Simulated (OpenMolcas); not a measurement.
## Exact exchange and the HOMO–LUMO gap of SiN2H5OF

SiN2H5OF: 10 atoms, total charge 0, spin state singlet. SMILES: `N[Si](N)(O)F`. The shape is that of a PBE0-D4/def2-TZVP optimisation. This is one conformer, not always the lowest.

The HOMO–LUMO gap y, in eV, basis cc-pVDZ; a is the functional's share of exact exchange. Programs: OpenMolcas 26.06.

```
functional     program     a  y (eV)
       PBE  OpenMolcas     0    6.25
      BLYP  OpenMolcas     0    6.04
     B3LYP  OpenMolcas   0.2       ?
      PBE0  OpenMolcas  0.25    8.82
     BHLYP  OpenMolcas   0.5   11.03
```

**Question.** Fit y = c + s·a to the known rows and predict B3LYP.

**Answer.** 
1. Means of the 4 rows: a = 0.1875, y = 8.035.
2. Σ(Δa)² = 0.17188, Σ(Δa·Δy) = 1.6937, so the slope is 1.6937/0.17188 = 9.854.
3. Intercept: 8.035 − (9.854) × 0.1875 = 6.187. The largest residual of the fit is 0.17.
4. B3LYP: 6.187 + (9.854) × 0.2 = 8.16 eV.

The run gave 8.11 eV, so the prediction is off by +0.05 eV, within the largest residual. Exact exchange lowers occupied levels and raises empty ones. The rows mix families of semi-local functionals, which the line can't see.
